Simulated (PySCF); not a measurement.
A structure optimised at B3LYP-D3(BJ)/def2-SVP, used in a PySCF frequency run:

```xyz
12

C      1.3983     0.0000     0.0000
C      0.6991     1.2109     0.0000
C     -0.6991     1.2109     0.0000
C     -1.3983     0.0000     0.0000
C     -0.6991    -1.2109     0.0000
C      0.6991    -1.2109     0.0000
H      2.4911     0.0000     0.0000
H      1.2456     2.1574     0.0000
H     -1.2456     2.1574     0.0000
H     -2.4911     0.0000     0.0000
H     -1.2456    -2.1574     0.0000
H      1.2456    -2.1574     0.0000
```

Question: Write its SMILES, formula and point group.

Answer: c1ccccc1, C6H6, D6h

Question: What are its rotational constants (standard atomic weights)?

Answer: 5.6647, 5.6647, 2.8324 GHz
